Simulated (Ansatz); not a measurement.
`CBCF` + NH₃ → `NBCF` + CH₄ at 700 K and 1 bar (ligand exchange at a B–C bond).

Gas-phase electronic energies from Ansatz, PBE0-D4/def2-TZVP geometries. CCSD(T)/CBS adds triple-zeta CCSD(T) − MP2 to the extrapolated MP2 energy (def2 sets, frozen cores). This one scheme is used for every species. One conformer a species, not always the lowest.

| species | CCSD(T)/CBS energy (Eh) | H − E (kJ/mol) | S (J/(mol·K)) |
| --- | --- | --- | --- |
| `CBCF` | -204.28650 | 269.7 | 406.6 |
| NH₃ | -56.50880 | 116.9 | 226.5 |
| `NBCF` | -220.38912 | 243.7 | 378.8 |
| CH₄ | -40.46206 | 145.9 | 224.0 |

H − E and S are ideal-gas, rigid-rotor, harmonic terms from PBE0-D4/def2-TZVP, for one conformer and one mirror image of each species. 1 Eh = 2625.50 kJ/mol, R = 8.31446 J/(mol·K).

**Question.** By hand: ΔE, ΔH, ΔS and ΔG.

**Answer.** ΔE = (-220.38912) + (-40.46206) − (-204.28650) − (-56.50880) = -0.05588 Eh = -146.7 kJ/mol. Δ(H − E) = 243.7 + 145.9 − 269.7 − 116.9 = 3.0, so ΔH = -143.7 kJ/mol. ΔS = 378.8 + 224.0 − 406.6 − 226.5 = -30.3 J/(mol·K). ΔG = -143.7 − 700 × (-30.3)/1000 = -122.5 kJ/mol.

**Question.** By hand: the equilibrium constant, and the temperature at which ΔG would vanish if ΔH and ΔS stayed fixed.

**Answer.** log₁₀ K = −ΔG/(RT ln 10) = 9.1. ΔG = 0 at ΔH/ΔS = 4743 K, far beyond where these terms or the molecules hold.

ΔH outweighs TΔS. A doubt of 5 kJ/mol in ΔE shifts log₁₀ K by 0.4 here. Other conformers and mirror images would add mixing entropy, several J/(mol·K) or more a flexible species. These are equilibria of isolated gas molecules and say nothing of rates. Largest T1 diagnostic: 0.012 (customary marks: 0.02 for closed shells, 0.045 for open ones).
